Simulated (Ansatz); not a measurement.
Reaction (ligand exchange at the Si–N bond): `C/C=N\[SiH3]` + `BN[SiH3]` → `BN([SiH3])[SiH3]` + `CC=N`

Isolated molecules relaxed with PBE0-D4/def2-TZVP in Ansatz; ΔE leaves out vibrations. CCSD(T)/CBS adds triple-zeta CCSD(T) − MP2 to the extrapolated MP2 energy (def2 sets, frozen cores). Each species was taken in one conformer, which may not be the lowest.

| species | CCSD(T)/CBS(def2) energy (Eh) |
| --- | --- |
| `C/C=N\[SiH3]` | -424.08411 |
| `BN[SiH3]` | -372.22946 |
| `BN([SiH3])[SiH3]` | -662.52490 |
| `CC=N` | -133.79309 |

**Question.** Work out ΔE.

**Answer.** ΔE = (-662.52490) + (-133.79309) − (-424.08411) − (-372.22946) = -0.00442 Eh = -11.6 kJ/mol.

Largest T1 diagnostic among the species: 0.013.

The D4 term adds −4.5 kJ/mol with B3LYP and −2.3 kJ/mol with PBE0; it sums over pairs of atoms, weighted by their polarisabilities, and B3LYP, whose exchange is more repulsive, gets the larger term. From PBE to PBE0 (25 % exact exchange), in def2-TZVPP and without D4, ΔE moves by −3.1 kJ/mol. In def2-TZVPP, CCSD(T) changes the Hartree–Fock value by −7.3 kJ/mol (the triples alone add −0.4 kJ/mol) and MP2 by −6.1 kJ/mol.

B3LYP here is the variant with VWN-RPA as its local correlation; programs differ in this.
